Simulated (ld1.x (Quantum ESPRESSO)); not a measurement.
Before and after: PAW potential for Hg

| Property | Result |
| --- | --- |
| Element | Hg |
| Generator | ld1.x (Quantum ESPRESSO) 7.5 |
| Type | PAW |
| Functional | PBEsol |
| Relativity | scalar-relativistic |
| Frozen core | [Xe] 4f14 |
| Valence charge | 12 |
| Reference configuration | 5d10 6s1.75 6p0.25 |
| Partial waves | 6s (bound): rcut 1.70, rcutus 2.25 bohr; 6s channel at 0.05 Ry: rcut 1.70, rcutus 2.25 bohr; 6p (bound): rcut 1.70, rcutus 2.35 bohr; 6p channel at 2.4 Ry: rcut 1.70, rcutus 2.35 bohr; 5d (bound): rcut 1.60, rcutus 1.70 bohr; 5d channel at -0.3 Ry: rcut 1.60, rcutus 1.70 bohr |
| Local potential | all-electron potential smoothed inside 1.65 bohr (lloc = -1) |
| Core correction | a·sin(br)/r model core inside 1.35 bohr |
| Augmentation charge | BG, radius 1.45 bohr |

Change: type TM; waves now 6s (bound): rc 2.25 bohr; 6p (bound): rc 2.35 bohr; 5d (bound): rc 1.70 bohr; local potential all-electron potential smoothed inside 1.90 bohr (lloc = -1).

Cutoffs: the cutoffs (Ry, on a coarse ladder) from which the occupation-weighted sum of valence levels, in a spherical-Bessel basis at the reference potential, stays within 10 and 1 mRy of its value at 400 Ry; they do not see the model core or the augmentation charge, which bear on the density cutoff. Errors are all-electron minus pseudo energies relative to the spin-unpolarised reference configuration.

Task: What does the change do?

Result: The potential gets harder (40 Ry and 70 Ry → 50 Ry and 70 Ry); the bound ghosts move from p, s to s; of the 7 tests that both files solve, the error grows in 2 and shrinks in 5 by more than 15 % and 0.3 meV (median size 56.3 → 10.1 meV); the range in which the p phases agree narrows (upper end at the end of the scan → 0.3); the range in which the d phases agree narrows (upper end at the end of the scan → 2.4). Several settings change at once here, so the effects cannot be laid on one of them.

| quantity | base | changed |
| --- | --- | --- |
| cutoff, loose | 40 Ry | 50 Ry |
| cutoff, tight | 70 Ry | 70 Ry |
| loose cutoff by channel (10 mRy a level) | s 6 Ry, p 6 Ry, d 30 Ry | s 15 Ry, p 6 Ry, d 40 Ry |
| bound ghosts | s, p | s |
| error for 5d10 6s2 6p0, meV [ΔE -1.48 eV] | +5.2 | +0.2 |
| error for 5d10 6s1 6p0, meV [ΔE 9.26 eV] | +64 | -10 |
| error for 5d10 6s0 6p0, meV [ΔE 28.26 eV] | +594 | -49 |
| error for 5d9 6s2 6p0, meV [ΔE 14.06 eV] | +49 | -59 |
| error for 5d10 6s1.5 6p0, meV [ΔE 2.90 eV] | +4.5 | -2.1 |
| error for 5d8 6s0 6p0, meV [ΔE 113.60 eV] | +111 | -271 |
| error for 5d10 6s1 6p1, meV [ΔE 4.65 eV] | +56 | -2.2 |
| s: phases at 2.55 bohr within 0.05 rad from the reference energy up to (Ry; the scan ends near 5) | 4.6 | 3.9 |
| p: phases at 2.55 bohr within 0.05 rad from the reference energy up to (Ry; the scan ends near 5) | to the end of the scan | 0.3 |
| d: phases at 2.55 bohr within 0.05 rad from the reference energy up to (Ry; the scan ends near 5) | to the end of the scan | 2.4 |

Base: ld1.x warns that Blöchl-style (BG) augmentation functions are not a good idea. Changed file: These tests converged, but a pseudo level misses the all-electron one widely, so the file describes the atom poorly there or has found another state: 5d8 6s0 6p0: empty 6s by 6.5 eV (a node warning on the way). A true bound ghost makes a file unfit for plane-wave use even where its test errors are small: the radial tests pick states by their node count and pass the ghost by.
